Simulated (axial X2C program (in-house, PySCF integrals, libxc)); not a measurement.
## Potential curves of TeI, with spin–orbit coupling

Computed with an in-house all-electron X2C program for linear molecules (integrals from PySCF). Two-component (2c) means X2C with spin–orbit coupling and atomic mean-field two-electron Coulomb and Gaunt terms. Basis: I dyall-cv3z [11s12p8d4f1g], Te dyall-cv3z [11s12p8d4f1g] (cores contracted in-house); Gaussian nuclei, density fitting, unrestricted open shells. Masses: I 126.904 u, Te 129.906 u.

State: Ω = 3/2 (⟨Sz⟩ = 0.50, ⟨Lz⟩ = 1.00 at PBE0). Energies in cm⁻¹ from the fragments at the same level (I + Te). Fits are polynomials in 1 − R0/R over 0.85 to 1.23 times the lowest point R0.

| R (Å) | PBE0 |
| --- | --- |
| 2.3212 | -7773 |
| 2.4279 | -12715 |
| 2.5079 | -14741 |
| 2.5880 | -15732 |
| 2.6680 | -15957 |
| 2.7614 | -15530 |
| 2.8548 | -14594 |
| 2.9748 | -12938 |
| 3.1216 | -10574 |

Occupations by symmetry block were frozen at the best pattern of an incomplete PBE0 search. Dissociation energies refer to the lowest single-determinant-based atoms at the same level and basis. Density functionals use the spin component along the axis (collinear). Without a current term, density functionals place determinants with orbital angular momentum somewhat too high.

(1) What are Re, ωe and De at the PBE0 level?

## Answers

(1) At PBE0, 2c: Re = 2.656 Å, ωe ≈ 218 cm⁻¹, De = 1.98 eV to I + Te; Be follows as 0.0372 cm⁻¹.
